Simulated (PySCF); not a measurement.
Two-component Hartree-Fock for Os⁶¹⁺ (osmium, charge +61)

Start: [Ne] 3s2 3p3; 3p1/2 filled at m_j = -1/2, +1/2; 3p3/2 filled at m_j = +3/2. Calculated with PySCF 2.14 in an uncontracted even-tempered set (18 s from 19 bohr⁻², ratio 2.4; 14 p from 25 bohr⁻², ratio 2.4; 4 d from 87 bohr⁻², ratio 2.6; 4 f from 130 bohr⁻², ratio 2.6): generalised Hartree-Fock with the X2C-1e Hamiltonian and a Gaussian nucleus; one run each with spin-orbit coupling (SO) switched off, then screened by Boettger's factors.

```json
{"spinor shell": "1s1/2", "electrons": "2", "ε, spin-free (eV)": "-79225.1", "ε, screened SO (eV)": "-79189.1", "weight of nominal j (screened SO)": "1.000", "rms radius, screened SO (bohr)": "0.0200"}
{"spinor shell": "2s1/2", "electrons": "2", "ε, spin-free (eV)": "-17804.9", "ε, screened SO (eV)": "-17790.2", "weight of nominal j (screened SO)": "1.000", "rms radius, screened SO (bohr)": "0.0798"}
{"spinor shell": "2p1/2", "electrons": "2", "ε, spin-free (eV)": "-16143.5", "ε, screened SO (eV)": "-17267.0", "weight of nominal j (screened SO)": "1.000", "rms radius, screened SO (bohr)": "0.0676"}
{"spinor shell": "2p3/2", "electrons": "4", "ε, spin-free (eV)": "-16143.5", "ε, screened SO (eV)": "-15682.6", "weight of nominal j (screened SO)": "1.000", "rms radius, screened SO (bohr)": "0.0750"}
{"spinor shell": "3s1/2", "electrons": "2", "ε, spin-free (eV)": "-7107.6", "ε, screened SO (eV)": "-7101.9", "weight of nominal j (screened SO)": "1.000", "rms radius, screened SO (bohr)": "0.192"}
{"spinor shell": "3p1/2", "electrons": "2", "ε, spin-free (eV)": "-6645.0", "ε, screened SO (eV)": "-6914.9", "weight of nominal j (screened SO)": "1.000", "rms radius, screened SO (bohr)": "0.182"}
{"spinor shell": "3p3/2", "electrons": "1", "ε, spin-free (eV)": "-6645.0", "ε, screened SO (eV)": "-6508.0", "weight of nominal j (screened SO)": "1.000", "rms radius, screened SO (bohr)": "0.194"}
```

| quantity | spin-free | screened SO |
| --- | --- | --- |
| E (hartree) | -13027.67637 | -13061.77647 |
| M_J | 3/2 | 3/2 |
| ⟨J²⟩ | 3.750 | 3.750 |
| ⟨L²⟩ | 0.000 | 2.605 |
| ⟨S²⟩ | 3.750 | 1.495 |

Each row is a mean over spinors that exchange with the open shell spreads, by up to 31.025 eV (3s1/2).

Breit and QED terms are absent; they matter most for the inner s and p1/2 levels.

Densities and radii are taken from the X2C orbitals without a picture-change correction, which distorts them close to the nucleus.

Without spin-orbit coupling the j labels of p, d and f shells carry no meaning; the spin-free column gives the mean over the occupied spinors of each nl shell.
